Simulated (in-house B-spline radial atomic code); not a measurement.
How numerical settings move a run on Fe⁺, [Ar] 3d6 4s1. Computed with a B-spline radial code for spherical atoms: Dirac-Kohn-Sham PBE0, spherical fractional occupations, Fermi nucleus of rms radius 3.7377 fm.

Command:
```bash
python run_scf.py task.json out
```
Settings of the sound reference run:
```
Z                26
electrons        25
configuration    [Ar] 3d6 4s1
hamiltonian      dirac
method           pbe0
spin_polarised   False
nucleus          fermi
rms_radius       3.7377
mass_number      56
atomic_mass      55.93494
speed_of_light   137.036
knot_spacing     0.22
spline_order     8
gauss_points     12
box_radius       35.29
max_iterations   70
damping          0.5
damped_steps     3
diis_vectors     10
tolerance        1e-08
start            Thomas-Fermi
```

Run time, properties included: 2 s on 1 thread of Arm Neoverse N1 (shared host).

It converges in 10 iterations to -1271.901557 hartree, with 4s1/2 at -12.1985 eV. The other runs change the listed settings, some to values that make no sense; their results aren't properties of the atom or ion. Radii are in bohr (the nuclear one in fm), a minus after a letter asks for a j subshell, and «unchanged» means within 1e-8 hartree. The run stops when the residual is below 10 × tolerance × max(1, Z/10), or a noise floor if that is larger, and the energy moves by less than 1e-8 × √|E| hartree; so very loose and very tight tolerances often act alike.

```tsv
changed settings	outcome
method = hf, speed_of_light = 23.40575	converged in 11 iterations to -1977.6584 hartree, a different physical problem
spline_order = 10	converged in 10 iterations, energy -1.14e-06 hartree from the reference, 4s1/2 level -6.7e-07 eV
start = bare nucleus	converged in 11 iterations, energy unchanged, 4s1/2 level -2.3e-06 eV
tolerance = 1e-13	converged in 10 iterations, energy unchanged
tolerance = 1e-06	converged in 9 iterations, energy unchanged, 4s1/2 level +1.1e-04 eV
spline_order = 10, max_iterations = 3, damping = 0, diis_vectors = 20	not converged after 3 iterations, last residual 6.7e-01, last energy +2.28e+01 hartree from the reference
box_radius = 70.58, max_iterations = 50, damping = 0.2	converged in 12 iterations, energy unchanged, 4s1/2 level -7.3e-06 eV
max_iterations = 5, damping = 0.95	not converged after 5 iterations, last residual 6.0e-01, last energy +2.08e+01 hartree from the reference
spline_order = 7	converged in 10 iterations, energy -1.31e-06 hartree from the reference, 4s1/2 level -8.5e-07 eV
electrons = 26, configuration = [Ar] 3d6 4s1 5p-1, max_iterations = 100	converged in 12 iterations to -1271.9654 hartree, a different physical problem (warning: 5p1/2 reaches the box edge)
spline_order = 6	converged in 10 iterations, energy +9.03e-07 hartree from the reference, 4s1/2 level +1.5e-06 eV
```

What happens with spline_order = 3?

Converged in 10 iterations, energy +2.77e-02 hartree from the reference, 4s1/2 level +4.4e-03 eV.

What happens with spline_order = 3, max_iterations = 12, damping = 0.8, damped_steps = 0?

Converged in 9 iterations, energy +2.77e-02 hartree from the reference, 4s1/2 level +4.4e-03 eV.

What happens with electrons = 26, configuration = [Ar] 3d6 4s1 2f1, max_iterations = 50?

Stopped with error: there is no 2f shell.

What happens with max_iterations = 3, start = bare nucleus?

Not converged after 3 iterations, last residual 3.8e-01, last energy +1.43e+00 hartree from the reference.
